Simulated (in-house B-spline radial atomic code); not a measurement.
**LDA exchange-only excitations of Cd²⁺**

Method: LDA exchange-only. Computed with a B-spline radial code for spherical atoms: linear response of the closed shell [Kr] 4d10 with the functional's adiabatic kernel; non-relativistic, point nucleus, no spin-orbit coupling, no double excitations, S, P, D and F terms only; shells from n = 2 respond. Only terms of natural parity with L up to 3 were computed.

Without relativity these are model numbers for so heavy an element.

Command:
```bash
python run_td.py task.json out
```
Settings (radii: box in bohr, nucleus in fm):
```
Z                        48
electrons                46
configuration            [Kr] 4d10
hamiltonian              nr
method                   lda,
box_radius               29.48
intervals                57
```

Cost of the run: 3.2 s on 1 thread of Arm Neoverse N1, with other jobs on the host.

The lowest states, in the order of their Tamm-Dancoff energies; the method's threshold (minus the highest occupied level) is 29.510 eV. Labels give the largest channel, * marks a mixed state, and oscillator strengths are full-response dipole values. Semilocal kernels can invert the small singlet-triplet splittings of Rydberg terms. Energies in eV:

```
     state  full response  Tamm-Dancoff  oscillator strength
4d → 5s 3D          9.584         9.609                    -
4d → 5s 1D         10.278        10.297                    -
4d → 5p 3P         15.321        15.356                    -
4d → 5p 3F         15.571        15.586                    -
4d → 5p 1F         15.936        15.938                    -
4d → 5p 1P         16.587        16.661                0.684
4d → 6s 3D         22.362        22.365                    -
4d → 5d 3S              ?             ?                    -
4d → 6s 1D              ?             ?                    -
4d → 5d 3D         22.814        22.818                    -
```

(1) Where does 4d → 5d 3S lie?

(2) Where does 4d → 6s 1D lie?

(3) How large is the singlet-triplet splitting of 4d → 5s (D terms) in Tamm-Dancoff?

(4) What polarisabilities and dispersion coefficient does the method give?

Answers

(1) At 22.391 eV in full response, 22.411 eV in Tamm-Dancoff.

(2) At 22.461 eV in full response, 22.464 eV in Tamm-Dancoff.

(3) 0.688 eV, from the unrounded values.

(4) Dipole 5.565 bohr³, quadrupole 21.66 bohr⁵, C6 28.21 hartree·bohr⁶ for two such species.
